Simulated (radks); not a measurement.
K+, 18 electrons, occupied as [Ar]. Method: Dirac Kohn-Sham, revPBE, spin-unpolarised, spherical densities, point nucleus; computed with a radial shooting solver on a logarithmic mesh with Libxc functionals.

Radial electron density D(r) = 4 pi r^2 rho(r):

```
   r/bohr * D(r) (the largest magnitude, 22.8, reaches the edge; | marks zero)
  0.00379 | *
 0.004817 |  *
 0.006124 |   *
 0.007723 |     *
 0.009818 |        *
  0.01248 |             *
  0.01587 |                   *
  0.02017 |                          *
  0.02564 |                                  *
   0.0326 |                                          *
  0.04144 |                                                 *
  0.05226 |                                                    *
  0.06644 |                                                   *
  0.08446 |                                              *
   0.1074 |                                       *
   0.1365 |                                     *
   0.1735 |                                          *
   0.2206 |                                                  *
   0.2804 |                                                      *
   0.3536 |                                               *
   0.4496 |                               *
   0.5715 |                *
   0.7265 |            *
   0.9236 |              *
    1.174 |               *
    1.493 |           *
    1.897 |      *
    2.393 | *
    3.042 |*
    3.867 *
    4.916 *
```

D(r) has 3 maxima, at r = 0.0553, 0.272, 1.11 bohr, and minima at 0.131, 0.721 bohr, inside which lie 2.16, 10.34 electrons.
